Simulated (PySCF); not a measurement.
A PySCF script (with the pyscf-properties extension) for the NMR shieldings of `C=CCP(C[SiH3])CC(C)=O`, C7H15OPSi, on a PBE0-D3(BJ)/def2-SVP geometry:

```python
import basis_set_exchange as bse
import numpy as np
from pyscf import gto, dft
from pyscf.prop import nmr

atoms = """
C    -2.648520   -1.184061   -0.930980
C    -1.889986   -1.659620    0.062586
C    -1.374413   -0.843180    1.197394
P     0.358686   -0.157525    0.994270
C     1.259363   -1.587344    0.232136
Si    3.096194   -1.252515   -0.040461
C     0.098114    0.859470   -0.554369
C    -0.683064    2.106658   -0.227574
C     0.116798    3.313955    0.183783
O    -1.894117    2.117687   -0.259889
H    -2.980105   -1.830115   -1.748358
H    -2.954975   -0.132918   -0.949103
H    -1.591239   -2.714978    0.044421
H    -1.359695   -1.418164    2.137717
H    -2.006200    0.043284    1.368131
H     0.786179   -1.910674   -0.711190
H     1.192368   -2.432278    0.940079
H     3.770448   -0.970150    1.261735
H     3.741022   -2.441173   -0.678004
H     3.296075   -0.074228   -0.940687
H     1.100376    1.106637   -0.937304
H    -0.451601    0.260220   -1.298064
H    -0.552752    4.105469    0.541968
H     0.698542    3.684355   -0.675898
H     0.838940    3.037343    0.968281
"""
names = dict.fromkeys(["C", "P", "Si", "O", "H"], "pcSseg-1")
basis = {el: gto.basis.parse(bse.get_basis(n, elements=[el], fmt="nwchem")) for el, n in names.items()}
mol = gto.M(atom=atoms, basis=basis, charge=0, verbose=0)
mf = dft.RKS(mol, xc="HYB_GGA_XC_WB97X_D")
mf.grids.level = 2
mf.grids.alignment = dft.numint.BLKSIZE   # the property module wants whole blocks of grid points
mf.conv_tol = 1e-9
mf.kernel()

calc = nmr.RKS(mf)   # GIAO
C = mf.mo_coeff
Co = C[:, mf.mo_occ > 0]
resp = mf.gen_response(singlet=True, hermi=2)
def vind(x):   # induced exchange potential for any number of trial vectors
    d = np.einsum("pi,xij,qj->xpq", C, 2 * x.reshape(-1, C.shape[1], Co.shape[1]), Co, optimize=True)
    return np.einsum("xpq,pi,qj->xij", resp(d - d.transpose(0, 2, 1)), C, Co, optimize=True).ravel()
mo1, _ = nmr.rhf.solve_mo1(calc, with_cphf=vind)
sigma = calc.kernel(mo1)
for i, s in enumerate(sigma):   # ppm
    print("%2d %-2s %9.2f" % (i, mol.atom_pure_symbol(i), np.trace(s) / 3))
```

Problem. What are the results?

Solution. 
```
 0 C      52.38
 1 C      47.17
 2 C     154.63
 3 P     354.21
 4 C     183.21
 5 Si    420.06
 6 C     144.48
 7 C     -28.28
 8 C     151.36
 9 O    -348.54
10 H      25.59
11 H      25.30
12 H      25.72
13 H      29.32
14 H      29.23
15 H      30.79
16 H      31.22
17 H      27.43
18 H      27.35
19 H      27.65
20 H      29.05
21 H      29.03
22 H      29.55
23 H      29.24
24 H      28.79
```

These numbers come from an equivalent density-fitted implementation of the same equations, which agrees with the script to about 0.01 ppm for H and up to a few tenths of a ppm for heavy atoms, so last digits may differ.

Size and cost of the density-fitted run: 259 basis functions, 98 s wall time on 1 thread of an Arm Neoverse V2, shared host; peak memory 1.5 GiB.
